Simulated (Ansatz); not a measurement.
```yaml
crystal:
  periodic: [false, false, false]
  atoms:
    - {symbol: O, position_ang: [-0.897549, -1.320748, 0.677043]}
    - {symbol: C, position_ang: [-0.255909, -0.975405, 0.009081]}
    - {symbol: In, position_ang: [0.288845, 0.770922, 0.052994]}
    - {symbol: H, position_ang: [0.777084, -1.942972, -0.531318]}
    - {symbol: H, position_ang: [-0.258925, 1.960325, -1.535106]}
    - {symbol: H, position_ang: [0.936641, 1.810780, 1.480401]}
basis:
  gaussian: {orbitals: def2-SVPD, point_charges: [{charge: 2.00, position_ang: [5.831, 0.851, 0.962]}]}
hamiltonian: {xc: {name: wB97X-V}}
output: {forces: true}
```

```sh
$ ansatz run in.yaml --threads 2 --pin off --events-out ev --progress --plain --max-ram 4352MiB
```

Output, abridged:

```
Functional definition: wB97X-V
1088 factors; integrals over basis functions are off by at most 8.1e-4 eV
356 factors; integrals over basis functions are off by at most 1.5e-5 eV
mean field evaluation 1: about -8291.7186 eV, gradient 3.8e1 eV
mean field evaluation 2: about -8291.6350 eV, gradient 4.2e1 eV
mean field evaluation 4: about -8294.4796 eV, gradient 1.4e0 eV
mean field evaluation 8: about -8294.5581 eV, gradient 4.7e-2 eV
mean field evaluation 16: about -8294.5582 eV, gradient 7.2e-4 eV
mean field -8294.55817631 eV, -304.8193907260 hartree, gradient 5.8e-5 eV, S^2 0.000000; 0 other end points of the search recorded, 0 dependent functions left out
reference -8294.55817355 eV, -304.8193906244 hartree; 19, 19 occupied and 80, 80 virtual orbitals, 1088 factors
Total energy: -8294.55817355 eV, -304.8193906244 hartree
Atom 0 at    -0.897549    -1.320748     0.677043 Å, force   -25.509417   -14.352906    24.692420 eV/Å
Atom 1 at    -0.255909    -0.975405     0.009081 Å, force    24.314242     4.226277   -23.910021 eV/Å
Atom 2 at     0.288845     0.770922     0.052994 Å, force     1.496640    11.151810    -1.700008 eV/Å
Atom 3 at     0.777084    -1.942972    -0.531318 Å, force    -1.240457     1.179603     0.194300 eV/Å
Atom 4 at    -0.258925     1.960325    -1.535106 Å, force     0.892831    -1.177130     1.698719 eV/Å
Atom 5 at     0.936641     1.810780     1.480401 Å, force     0.085682    -1.054226    -1.004794 eV/Å
Dipole moment:    -0.421787    -0.020860     0.104284 e Å
```

It took 8 s on 2 threads of an Arm Neoverse V1 on a shared host, with 0.31 GiB of host memory at the peak.
